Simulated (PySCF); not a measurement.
Species: `CC(C)[Si@@](C)(O)[SiH2]N`. The columns A, B, C and D hold Mulliken, IAO, Hirshfeld and ESP-fitted charges (e) of one PBE0/pcSseg-1 density (PySCF), in a shuffled order. Coordinates in Å (GFN2-xTB); the density's dipole moment is (1.55, -1.02, -0.35) D.

```json
{"atom": "C1", "x": "1.388", "y": "-0.026", "z": "-1.451", "A": "-0.121", "B": "-0.410", "C": "-0.256", "D": "-0.509"}
{"atom": "C2", "x": "1.282", "y": "0.576", "z": "-0.052", "A": "-0.113", "B": "-0.377", "C": "-0.622", "D": "+0.235"}
{"atom": "C3", "x": "2.410", "y": "0.043", "z": "0.830", "A": "-0.120", "B": "-0.409", "C": "-0.235", "D": "-0.396"}
{"atom": "Si4", "x": "-0.468", "y": "0.296", "z": "0.715", "A": "+0.362", "B": "+0.990", "C": "+0.830", "D": "+0.566"}
{"atom": "C5", "x": "-0.547", "y": "-1.517", "z": "1.322", "A": "-0.220", "B": "-0.729", "C": "-0.635", "D": "-0.564"}
{"atom": "O6", "x": "-0.654", "y": "1.309", "z": "1.995", "A": "-0.314", "B": "-0.792", "C": "-0.563", "D": "-0.819"}
{"atom": "Si7", "x": "-2.211", "y": "0.969", "z": "-0.625", "A": "+0.269", "B": "+0.586", "C": "+0.469", "D": "+0.581"}
{"atom": "N8", "x": "-2.560", "y": "-0.360", "z": "-1.676", "A": "-0.325", "B": "-0.843", "C": "-0.637", "D": "-1.068"}
{"atom": "H9", "x": "2.362", "y": "0.185", "z": "-1.892", "A": "+0.039", "B": "+0.137", "C": "+0.116", "D": "+0.134"}
{"atom": "H10", "x": "1.263", "y": "-1.106", "z": "-1.412", "A": "+0.035", "B": "+0.128", "C": "+0.106", "D": "+0.125"}
{"atom": "H11", "x": "0.622", "y": "0.387", "z": "-2.105", "A": "+0.035", "B": "+0.131", "C": "+0.126", "D": "+0.095"}
{"atom": "H12", "x": "1.428", "y": "1.659", "z": "-0.149", "A": "+0.032", "B": "+0.136", "C": "+0.142", "D": "-0.022"}
{"atom": "H13", "x": "2.340", "y": "-1.039", "z": "0.927", "A": "+0.036", "B": "+0.132", "C": "+0.113", "D": "+0.097"}
{"atom": "H14", "x": "3.383", "y": "0.280", "z": "0.400", "A": "+0.039", "B": "+0.137", "C": "+0.113", "D": "+0.108"}
{"atom": "H15", "x": "2.368", "y": "0.481", "z": "1.826", "A": "+0.035", "B": "+0.128", "C": "+0.102", "D": "+0.068"}
{"atom": "H16", "x": "-1.535", "y": "-1.739", "z": "1.715", "A": "+0.041", "B": "+0.159", "C": "+0.146", "D": "+0.143"}
{"atom": "H17", "x": "-0.355", "y": "-2.221", "z": "0.519", "A": "+0.039", "B": "+0.153", "C": "+0.134", "D": "+0.123"}
{"atom": "H18", "x": "0.172", "y": "-1.719", "z": "2.114", "A": "+0.038", "B": "+0.148", "C": "+0.134", "D": "+0.132"}
{"atom": "H19", "x": "-0.096", "y": "1.252", "z": "2.767", "A": "+0.171", "B": "+0.357", "C": "+0.237", "D": "+0.484"}
{"atom": "H20", "x": "-1.936", "y": "2.229", "z": "-1.354", "A": "-0.101", "B": "-0.157", "C": "-0.111", "D": "-0.187"}
{"atom": "H21", "x": "-3.495", "y": "1.194", "z": "0.047", "A": "-0.082", "B": "-0.117", "C": "-0.087", "D": "-0.102"}
{"atom": "H22", "x": "-3.357", "y": "-0.289", "z": "-2.288", "A": "+0.114", "B": "+0.258", "C": "+0.191", "D": "+0.407"}
{"atom": "H23", "x": "-1.807", "y": "-0.817", "z": "-2.163", "A": "+0.107", "B": "+0.252", "C": "+0.190", "D": "+0.367"}
```

Question: Which column most likely holds the ESP-fitted charges?

Answer: D. Σ q r misses the density's dipole by 0.05 D (D), 0.94 D (B), 1.21 D (A), 1.50 D (C). Charges fitted to the outside potential are the only set here that is tied to the molecule's multipoles.

Question: And the Hirshfeld charges?

Answer: A. The mean sizes are 0.121 e (A), 0.274 e (C), 0.319 e (D), 0.333 e (B), and Hirshfeld charges are commonly the smallest of these schemes.

As computed, A = Hirshfeld, B = IAO, C = Mulliken, D = ESP-fitted. Hydrogens on carbon: Hirshfeld +0.03 to +0.04, IAO +0.13 to +0.16, Mulliken +0.10 to +0.15, ESP-fitted -0.02 to +0.14 e.

The ESP scheme is a least-squares fit of atom-centred charges to the potential on four shells outside the van der Waals surface, with the total charge fixed. The Hirshfeld scheme weights the molecular density at each point by an atom's share of the summed free-atom densities.

One conformer (not necessarily the lowest) at the GFN2-xTB geometry, without solvent, vibrations or thermal averaging.

Conformer computed: `[CH3:1][CH:2]([CH3:3])[Si@@:4]([CH3:5])([OH:6])[SiH2:7][NH2:8]`: C1–C2–Si4–C5 78°, C2–Si4–Si7–N8 86°, H–O6–Si4–C2 -63°, H–N8–Si7–Si4 174°, H–N8–Si7–Si4 -48°.
